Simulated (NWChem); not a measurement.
System: CCl3, doublet; SMILES Cl[C](Cl)Cl

Input file for NWChem:

```
start job
memory heap 200 mb stack 900 mb global 1100 mb
geometry units angstroms noautosym nocenter noautoz
  Cl    -1.632276    -0.423451    -0.024816
  C      0.000000     0.000000     0.271240
  Cl     1.182858    -1.201867    -0.024816
  Cl     0.449418     1.625318    -0.024816
end
basis spherical
  * library def2-tzvp
end
dft
  odft
  mult 2
  xc m06-2x
  iterations 150
end
cosmo
  do_cosmo_smd true
  solvent water
end
task dft energy
```

In the optimisation the excess spin sits in a (C3, its own frame). All runs use the structure optimised with PBE0/def2-SVP, spin-unrestricted. No stability test was run on the SCF state. Solvent: water.

Solvent water, SMD (1 M gas to 1 M solution), gas-phase geometry. Reactions with the solvent are ignored.

**Question.** Predict the main results of this run. (M06-2X/def2-TZVP, spin-unrestricted, SMD on the gas-phase geometry.) Quantities: basis functions; solvation free energy (kcal/mol); cavity-dispersion-structure term (kcal/mol); dipole in solution (D).

**Answer.** 
- number of basis functions: 142
- solvation free energy (kcal/mol): 1.9
- cavity-dispersion-structure term (kcal/mol): 2.2
- dipole in solution (D): 0.15
